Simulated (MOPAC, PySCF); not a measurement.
System: CaOH, net charge 0, doublet state. SMILES: [Ca][OH]
Structure (B3LYP-D3(BJ)/def2-TZVP (Ansatz) minimum search):
```
O
H 1 0.9554
Ca 1 1.9795 2 180.00
```
Charge 0, spin multiplicity 2.

Unscaled harmonic wavenumbers (cm⁻¹) in rising order, each level at the stationary point that it reaches from this structure (no distance between atoms moves by over 0.3 Å); the order of modes can differ between levels, and a negative number is imaginary. B3LYP-D3(BJ)/def2-TZVP (PySCF, at the structure above): 377, 377, 630, 3930.

AM1 (MOPAC): 300, 300, 674, 3664. Zero-point energy 7.1 against 7.6 kcal/mol; where all levels lie over 400 cm⁻¹, the wavenumbers are on average 1.001 times those of B3LYP-D3(BJ)/def2-TZVP.

PM3 (MOPAC): 500, 506, 506, 3955. Zero-point energy 7.8 against 7.6 kcal/mol; where all levels lie over 400 cm⁻¹, the wavenumbers are on average 0.905 times those of B3LYP-D3(BJ)/def2-TZVP.

PM6 (MOPAC): -501, -501, 741, 2385. Zero-point energy 4.5 against 7.6 kcal/mol; where all levels lie over 400 cm⁻¹, the wavenumbers are on average 0.892 times those of B3LYP-D3(BJ)/def2-TZVP. This level finds the structure a saddle point. The zero-point energy leaves imaginary modes out.
